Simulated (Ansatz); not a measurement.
Two members of one family (Same ligands, another metal), computed with Ansatz in the gas phase; def2 core potentials for Mo, W, no spin–orbit coupling. A dash marks a value that wasn't run or was left out as unsound. The structures are stationary points that may keep the symmetry of their start. Remarks come from the PBE and PBE0 runs and from stability tests at other levels; not every state was tested. HOMO above LUMO (over both spins in singlets and doublets, within one spin in higher multiplets; at PBE or PBE0), or a gap under 0.15 eV within one spin, warns that the state may not be the lowest or that an electron is smeared out.

First: [MoO3Cl]- (singlet, charge -1, r2SCAN-D4/def2-SVPD geometry).

```xyz
5

Mo   -0.064    0.101   -0.049
O    -0.307    1.276    1.192
O     0.853    0.800   -1.334
O    -1.594   -0.425   -0.652
Cl    1.111   -1.752    0.842
```

```
                level  HOMO (eV)  vertical IE (eV)
    PBE-D4/def2-TZVPD      -2.12              5.29
r2SCANh-D4/def2-TZVPD      -3.05                 –
   PBE0-D4/def2-TZVPD      -3.70              5.61
  HSE06-D4/def2-TZVPD      -3.29                 –
   LC-ωPBE/def2-TZVPD      -6.45                 –
```

Metal–donor distances: 3 × O 1.73 Å, 1 × Cl 2.37 Å. Remarks: gap within one spin near zero at PBE or PBE0 (neutral doublet).

Second: [WO3Cl]- (singlet, charge -1, r2SCAN-D4/def2-SVPD geometry).

```xyz
5

W    -0.075    0.028   -0.078
O    -1.651    0.255    0.656
O     0.402    1.521   -0.864
O    -0.192   -1.235   -1.288
Cl    1.516   -0.569    1.574
```

**Question.** Estimate how these quantities change from the first to the second (second minus first).

**Answer.** 
| level | Δ HOMO (eV) | Δ vertical IE (eV) |
| --- | --- | --- |
| PBE-D4/def2-TZVPD | 0.10 | -0.11 |
| r2SCANh-D4/def2-TZVPD | 0.12 | – |
| PBE0-D4/def2-TZVPD | 0.12 | -0.08 |
| HSE06-D4/def2-TZVPD | 0.12 | – |
| LC-ωPBE/def2-TZVPD | 0.13 | – |

Metal–donor distances: 3 × O 1.75 Å, 1 × Cl 2.37 Å.
